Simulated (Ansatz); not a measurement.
The lowest singlet and triplet of H2Si2 (SMILES [Si]=[SiH2]); geometries from B3LYP-D3(BJ)/def2-TZVP, each state relaxed from the structure named, with no frequency check.
Singlet (charge 0, multiplicity 1):
```tsv
atom	x (Å)	y (Å)	z (Å)
Si	1.2270	-0.0580	0.0111
Si	-0.9703	0.0458	-0.0087
H	-1.8550	-1.1448	-0.0110
H	-1.7388	1.3146	-0.0214
```

A positive gap puts the triplet lower; no zero-point energy. R- takes a restricted singlet. U- takes an unrestricted singlet (broken symmetry where lower, unprojected). The triplet is unrestricted in single-reference levels.

Frozen-core correlation.

Run with Ansatz (a program for electronic structure) with Gaussian orbitals. Values without a source in brackets are computed.

**Question.** One of these levels gives -0.034 eV for the gap E(singlet) − E(triplet), vertical, at the singlet's geometry. Which one is it?
A) U-SCS-MP2/cc-pV(T+d)Z (spin-contaminated)
B) R-CCSD/cc-pV(D+d)Z
C) R-SVWN5/def2-TZVPP
D) U-r2SCAN/def2-TZVPP (spin-contaminated)

**Answer.** A, U-SCS-MP2/cc-pV(T+d)Z (spin-contaminated). The others give -0.497 (R-SVWN5/def2-TZVPP), -0.238 (U-r2SCAN/def2-TZVPP (spin-contaminated)), -0.373 (R-CCSD/cc-pV(D+d)Z)

Doubts at one or more of the structures used: a restricted determinant that unrestricted orbitals would lower (R-CCSD/cc-pV(D+d)Z).
